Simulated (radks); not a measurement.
Values are calculated unless marked as measured or tabulated.
Problem. Neutral rhodium: order these configurations by energy. Code: a radial shooting solver on a logarithmic mesh with Libxc functionals. Model: scalar-relativistic Kohn-Sham, r2SCAN, spin-polarised, spherical densities, finite nucleus; meta-GGA in the generalised Kohn-Sham scheme; Fermi nuclear charge, rms radius of each element as measured or else 0.836 A^(1/3) + 0.57 fm. Open shells are filled with parallel spins first. [Kr] 4d7 5s1 5p1; [Kr] 4d7 5s2; [Kr] 4d8 5p1; [Kr] 4d8 5s1; [Kr] 4d9.

Solution. From the lowest, in eV above it: [Kr] 4d8 5s1 0.000; [Kr] 4d9 0.069; [Kr] 4d7 5s2 1.966; [Kr] 4d8 5p1 3.912; [Kr] 4d7 5s1 5p1 4.781.
